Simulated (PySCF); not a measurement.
This script is equivalent to a calculation on Si⁻ (silicon, charge -1).

```python
from pyscf import gto, scf, dft, mp, cc
import basis_set_exchange as bse
mol = gto.M(atom="Si 0 0 0", charge=-1, spin=3, symmetry="D2h",
            basis=gto.basis.parse(bse.get_basis("def2-QZVPPD", elements=["Si"], fmt="nwchem")))
mf = scf.UHF(mol)
mf.irrep_nelec = {'Ag': (3, 3), 'B1u': (2, 1), 'B2u': (2, 1), 'B3u': (2, 1)}
mf.kernel()
```

Task: What total energy does it give?

Result: -288.88778 hartree (calculated).

Task: Which occupied shell lies highest, and where?

Result: 3p α, at -1.550 eV.

Task: What is ⟨S²⟩, and what would a pure spin state give?

Result: 3.751, against 3.75.
